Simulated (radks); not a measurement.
Task: The bromine anion Br-, [Kr], held by a Watson sphere: a shell of charge +1 at radius R that stands for the Madelung well of a crystal (potential energy -1/R inside, -1/r outside, in hartree with lengths in bohr). Method: scalar-relativistic Kohn-Sham, LDA (Slater exchange, Perdew-Wang correlation), spin-polarised, spherical densities, finite nucleus; Fermi nuclear charge, rms radius of each element as measured or else 0.836 A^(1/3) + 0.57 fm; computed with a radial shooting solver on a logarithmic mesh with Libxc functionals. Response by self-consistent Sternheimer equations with the Hartree and adiabatic LDA kernel, the relativistic mass of each level held fixed and spin-orbit coupling left out. The sphere does not respond.

R (bohr)  e(3d) (eV)  e(4s) (eV)  e(4p) (eV)  <r> 4p (bohr)  sum of <r^2> (bohr^2)  X-ray form factor at sin(theta)/lambda = 0.1 1/angstrom  alpha (bohr^3)
2.53         -65.538     -19.971      -8.085          2.160                  47.28                                                   33.036           26.86
2.75         -65.328     -19.621      -7.793          2.184                  48.14                                                   32.999           28.72
2.89         -65.193     -19.409      -7.605          2.197                  48.64                                                   32.978           29.93
3.12         -64.966     -19.076      -7.299          2.217                  49.40                                                   32.948           31.96
3.58         -64.504     -18.467      -6.713          2.249                  50.68                                                   32.900           36.01
4.02         -64.067     -17.949      -6.197          2.272                  51.63                                                   32.868           39.72
5.14         -63.075     -16.869      -5.106          2.305                  53.20                                                   32.825           47.78

Estimate the row for R = 4.4 bohr.

Result: e(3d) (eV) -63.708; e(4s) (eV) -17.546; e(4p) (eV) -5.792; <r> 4p (bohr) 2.286; sum of <r^2> (bohr^2) 52.29; X-ray form factor at sin(theta)/lambda = 0.1 1/angstrom 32.849; alpha (bohr^3) 42.71.
